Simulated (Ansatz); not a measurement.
Ga₂I₄O₂H₂⁺, that is (I2Ga-mu-OH)2 with one electron fewer. Total charge 1; doublet. Geometry PBE-D4/def2-SVP, that of the neutral singlet; atoms count from 1.

```xyz
10

Ga   -0.206    0.577   -1.364
I    -2.326    1.077   -2.575
I     2.074    1.003   -2.331
O    -0.251   -1.184   -0.488
Ga   -0.063   -0.583    1.375
I    -2.047   -1.183    2.759
I     2.308   -0.895    2.148
O    -0.266    1.172    0.510
H     0.398   -1.844   -0.802
H     0.380    1.860    0.768
```

In the def2 sets I takes a core potential; there is no spin–orbit coupling.

(1) Estimate the Mulliken populations from the PBE0/def2-TZVP orbitals of Ansatz.

(2) Where does the spin sit?

(3) And the Mayer bond orders between bonded heavy atoms (over 0.3)?

Answers

(1) 
| atom | charge (e) | spin (α − β) |
| --- | --- | --- |
| Ga1 | 0.61 | -0.03 |
| I2 | 0.03 | 0.27 |
| I3 | 0.00 | 0.26 |
| O4 | -0.52 | 0.00 |
| Ga5 | 0.61 | -0.03 |
| I6 | 0.03 | 0.27 |
| I7 | 0.00 | 0.26 |
| O8 | -0.51 | 0.00 |
| H9 | 0.37 | 0.00 |
| H10 | 0.37 | 0.00 |
Mulliken values and Mayer orders depend strongly on the basis.

(2) Summed by element: Ga -0.06, I 1.07, O 0.00, H 0.00, of 1 unpaired in all. Largest on single atoms: I6 0.27, I2 0.27, I7 0.26.

(3) Ga1–I2 1.07 (2.49 Å); Ga1–I3 1.06 (2.51 Å); Ga1–O4 0.61 (1.97 Å); Ga1–O8 0.61 (1.97 Å); O4–Ga5 0.61 (1.97 Å); Ga5–I6 1.07 (2.49 Å); Ga5–I7 1.06 (2.51 Å); Ga5–O8 0.61 (1.97 Å).
